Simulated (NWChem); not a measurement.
System: CdSiH₃F; SMILES [SiH3][Cd][F]

```xyz
6

Cd     0.0000     0.0000    -0.3515
F      0.0000     0.0000    -2.2955
Si     0.0000     0.0000     2.1152
H      0.3624    -1.3526     2.6391
H     -1.3526     0.3624     2.6391
H      0.9902     0.9902     2.6391
```
Atoms are numbered in this order, from 1.

Results from NWChem. Medium grid unless said otherwise, to which SCAN and Minnesota functionals are sensitive. All runs use the structure optimised with PBE0/def2-SVP. def2 effective core potentials on Cd; no spin-orbit coupling. B3LYP is NWChem's, with the RPA form of VWN correlation.

Problem. Order these by “orbital gap (eV)”, lowest first: SCAN/def2-SVP; LC-BLYP (range parameter 0.33 per bohr)/def2-SVP; Hartree-Fock/def2-SVP; B3LYP/def2-SVP.

Solution. SCAN/def2-SVP (6.03), B3LYP/def2-SVP (6.86), LC-BLYP (range parameter 0.33 per bohr)/def2-SVP (11.04), Hartree-Fock/def2-SVP (11.86)
